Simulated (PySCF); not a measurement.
Ru(O)2(OH)4 (H4O6Ru), SMILES [O]=[Ru](=[O])([OH])([OH])([OH])[OH], multiplicity 1. Geometry optimised at PBE-D3(BJ)/def2-SVP. The spin state was assumed, not searched. The def2 effective core potentials stand for the cores of Ru; spin–orbit coupling is left out. The values are those of a single conformer.

Computed equilibrium geometry at PBE-D3(BJ)/def2-SVP (PySCF confirms it by a frequency run) as Cartesian coordinates in Å (one conformer of several):
```xyz
11

Ru     0.0262     0.1346    -0.0083
O     -1.0077     1.4088    -0.4932
O      1.5149     0.9433     0.1687
O      0.8938    -0.5061    -1.6694
H      1.8083    -0.1468    -1.6889
O     -1.0807     0.2228     1.6068
H     -1.8034     0.8639     1.4148
O     -1.1421    -1.2359    -0.7268
H     -0.6385    -1.7052    -1.4307
O      0.7559    -1.2351     1.1738
H      0.0087    -1.7157     1.5918
```
Charge 0, spin multiplicity 1.
